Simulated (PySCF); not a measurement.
H3Al (SMILES [AlH3]), singlet, geometry from GFN2-xTB (such geometries of metal compounds can be far from the true shape); CCSD(T)/def2-TZVP (PySCF).

Input for PySCF:
```python
from pyscf import gto, scf, cc

mol = gto.M(
    atom='''
Al   -0.000000   -0.000000   -0.000000
H     0.642794   -0.455149    1.338556
H    -0.275758    1.506779   -0.256226
H    -0.367036   -1.051629   -1.082329
''',
    basis='def2-tzvp',
    charge=0,
    spin=0,
    verbose=4,
)

mf = scf.RHF(mol)
mf.kernel()

mycc = cc.CCSD(mf, frozen=5)
mycc.kernel()
et = mycc.ccsd_t()
print('E(CCSD(T)) = %.10f' % (mycc.e_tot + et))
```

**Question.** Write the output that PySCF gives for this input, abridged.

**Answer.** 
```
PySCF version 2.14.0

[INPUT] verbose = 4
[INPUT] num. atoms = 4
[INPUT] num. electrons = 16
[INPUT] charge = 0
[INPUT] spin (= nelec alpha-beta = 2S) = 0
[INPUT] symmetry False subgroup None
[INPUT] Mole.unit = angstrom
[INPUT] Symbol           X                Y                Z      unit          X                Y                Z       unit  Magmom
[INPUT]  1 Al     0.000000000000   0.000000000000   0.000000000000 AA    0.000000000000   0.000000000000   0.000000000000 Bohr   0.0
[INPUT]  2 H      0.642794000000  -0.455149000000   1.338556000000 AA    1.214704614514  -0.860106955870   2.529504242393 Bohr   0.0
[INPUT]  3 H     -0.275758000000   1.506779000000  -0.256226000000 AA   -0.521107096658   2.847399640246  -0.484196965993 Bohr   0.0
[INPUT]  4 H     -0.367036000000  -1.051629000000  -1.082329000000 AA   -0.693597517856  -1.987290794650  -2.045305386674 Bohr   0.0

nuclear repulsion = 13.8784792958877
number of shells = 25
number of NR pGTOs = 87
number of NR cGTOs = 55
basis = def2-tzvp
ecp = {}

******** <class 'pyscf.scf.hf.RHF'> ********
method = RHF
initial guess = minao
damping factor = 0
level_shift factor = 0
DIIS = <class 'pyscf.scf.diis.CDIIS'>
diis_start_cycle = 1
diis_space = 8
diis_damp = 0
SCF conv_tol = 1e-09
SCF conv_tol_grad = None
SCF max_cycles = 50
direct_scf = True
direct_scf_tol = 1e-13
Set gradient conv threshold to 3.16228e-05
Initial guess from minao.
init E= -243.264000611086
  HOMO = -0.338375582354591  LUMO = -0.0088163269412096  gap/eV = 8.96776
cycle= 1 E= -243.625783735426  delta_E= -0.362  |g|= 0.168  |ddm|= 1.26
  HOMO = -0.440387496502181  LUMO = 0.024105857660043  gap/eV = 12.63951
cycle= 2 E= -243.639770776031  delta_E= -0.014  |g|= 0.0446  |ddm|= 0.229
  HOMO = -0.433879946584233  LUMO = 0.0341964006041433  gap/eV = 12.73701
cycle= 3 E= -243.640764211379  delta_E= -0.000993  |g|= 0.012  |ddm|= 0.0733
  HOMO = -0.434374316948798  LUMO = 0.0341091436482461  gap/eV = 12.74808
cycle= 4 E= -243.640804234227  delta_E= -4e-05  |g|= 0.00119  |ddm|= 0.0144
  HOMO = -0.434807360191095  LUMO = 0.0336524996477312  gap/eV = 12.74744
cycle= 5 E= -243.640805260655  delta_E= -1.03e-06  |g|= 0.000118  |ddm|= 0.00281
  HOMO = -0.434829326244271  LUMO = 0.0336310365668737  gap/eV = 12.74746
cycle= 6 E= -243.640805268572  delta_E= -7.92e-09  |g|= 1.38e-05  |ddm|= 0.00024
  HOMO = -0.434829628088352  LUMO = 0.0336303139742906  gap/eV = 12.74744
cycle= 7 E= -243.640805268713  delta_E= -1.41e-10  |g|= 2.12e-06  |ddm|= 2.81e-05
  HOMO = -0.434829730867425  LUMO = 0.0336302587837789  gap/eV = 12.74745
Extra cycle  E= -243.640805268718  delta_E= -4.43e-12  |g|= 7.51e-07  |ddm|= 3.71e-06
converged SCF energy = -243.640805268718

******** <class 'pyscf.cc.ccsd.CCSD'> ********
CC2 = 0
CCSD nocc = 3, nmo = 50
frozen orbitals 5
max_cycle = 50
direct = 0
conv_tol = 1e-07
conv_tol_normt = 1e-05
diis_space = 6
diis_start_cycle = 0
diis_start_energy_diff = 1e+09
Init t2, MP2 energy = -243.725804564898  E_corr(MP2) -0.0849992961797863
Init E_corr(CCSD) = -0.0849992961801746
cycle = 1  E_corr(CCSD) = -0.102508462642975  dE = -0.0175091665  norm(t1,t2) = 0.0372993
cycle = 2  E_corr(CCSD) = -0.107199995005356  dE = -0.00469153236  norm(t1,t2) = 0.0129468
cycle = 3  E_corr(CCSD) = -0.109421440969647  dE = -0.00222144596  norm(t1,t2) = 0.00522707
cycle = 4  E_corr(CCSD) = -0.109398581024106  dE = 2.28599455e-05  norm(t1,t2) = 0.00106137
cycle = 5  E_corr(CCSD) = -0.109362792969049  dE = 3.57880551e-05  norm(t1,t2) = 0.000263572
cycle = 6  E_corr(CCSD) = -0.109366699988991  dE = -3.90701994e-06  norm(t1,t2) = 6.70424e-05
cycle = 7  E_corr(CCSD) = -0.109366790754193  dE = -9.07652026e-08  norm(t1,t2) = 1.24679e-05
cycle = 8  E_corr(CCSD) = -0.10936679854568  dE = -7.79148636e-09  norm(t1,t2) = 3.48146e-06
CCSD converged
E(CCSD) = -243.7501720672635  E_corr = -0.1093667985456796
CCSD(T) correction = -0.00139551116185013
E(CCSD(T)) = -243.7515675784
```
